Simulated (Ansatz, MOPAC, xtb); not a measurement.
Diatomic CaTe, closed-shell singlet (lowest of 2S+1 = 1, 3 at CCSD(T)/def2-TZVPP on PBE0 minima; our sources give no spin for the ground state, which may be another). No spin–orbit coupling. Ca is treated without relativity.

The constants come from a fifth-degree fit in 1/R (seven points, main isotopes). Runs in def2 and cc sets follow the lowest solution found near the PBE0 minimum. The singlet is held restricted. HF and MP2 rows in def2 and cc sets belong to the determinant that coupled cluster picked by its CCSD energy.

Codes used: Ansatz (Gaussian basis) for Hartree–Fock, density functionals and correlated methods; MOPAC for PM7 (differences of heats of formation); xtb for the GFN methods. Values without a source in brackets are computed. In def2 rows elements past Kr take small-core potentials, without spin–orbit coupling.

| level | r_e (Å) | ω_e (cm⁻¹) | α_e (cm⁻¹) | B_e (cm⁻¹) | dipole (D) |
|---|---|---|---|---|---|
| PM7 | 2.682 | 297 | 0.00036 | 0.0767 | - |
| GFN1-xTB | 2.665 | 399 | 0.00034 | 0.0777 | - |
| GFN2-xTB | 2.671 | 323 | 0.00039 | 0.0773 | - |
| HF/def2-TZVPP | 2.715 | 297 | 0.00024 | 0.0748 | - |
| HF/def2-QZVPP | 2.708 | 298 | 0.00024 | 0.0752 | - |
| SVWN5/def2-TZVPP | 2.618 | 310 | 0.00025 | 0.0805 | 9.16 |
| PBE/def2-TZVPP | 2.659 | 297 | 0.00025 | 0.0780 | 9.31 |
| r2SCAN/def2-TZVPP | 2.651 | 308 | 0.00024 | 0.0785 | 10.35 |
| B97M-V/def2-TZVPP | 2.667 | 299 | 0.00025 | 0.0775 | 9.49 |
| B3LYP/def2-TZVPP | 2.669 | 296 | 0.00025 | 0.0774 | 9.80 |
| PBE0/def2-TZVPP | 2.650 | 307 | 0.00025 | 0.0786 | 10.40 |
| BHLYP/def2-TZVPP | 2.667 | 303 | 0.00025 | 0.0775 | 10.92 |
| CAM-B3LYP/def2-TZVPP | 2.648 | 309 | 0.00025 | 0.0787 | 10.73 |
| wB97X-V/def2-TZVPP | 2.641 | 318 | 0.00023 | 0.0791 | 11.67 |
| wB97M-V/def2-TZVPP | 2.646 | 312 | 0.00024 | 0.0788 | 11.25 |
| B2PLYP/def2-TZVPP | 2.684 | 291 | 0.00026 | 0.0766 | - |
| MP2/def2-TZVPP | 2.700 | 285 | 0.00027 | 0.0757 | - |
| MP2/def2-QZVPP | 2.658 | 298 | 0.00026 | 0.0781 | - |
| SCS-MP2/def2-TZVPP | 2.713 | 280 | 0.00028 | 0.0749 | - |
| SCS-MP2/def2-QZVPP | 2.674 | 292 | 0.00027 | 0.0771 | - |
| CCSD/def2-TZVPP | 2.711 | 284 | 0.00028 | 0.0751 | - |
| CCSD/def2-QZVPP | 2.670 | 299 | 0.00026 | 0.0774 | - |
| CCSD(T)/def2-TZVPP | 2.723 | 276 | 0.00028 | 0.0744 | - |
| CCSD(T)/def2-QZVPP | 2.679 | 291 | 0.00027 | 0.0769 | - |

Correlated levels freeze the inner cores; with def2 sets outer-core shells near the valence are correlated too. The state reached by PM7 isn't checked; PM7 holds dispersion and hydrogen-bond terms.

Doubts at one or more of the structures used: a restricted determinant that unrestricted orbitals would lower (HF/def2-TZVPP, HF/def2-QZVPP, MP2/def2-TZVPP, MP2/def2-QZVPP, SCS-MP2/def2-TZVPP, SCS-MP2/def2-QZVPP, CCSD/def2-TZVPP, CCSD/def2-QZVPP, CCSD(T)/def2-TZVPP, CCSD(T)/def2-QZVPP).

Ansatz is an electronic-structure program.
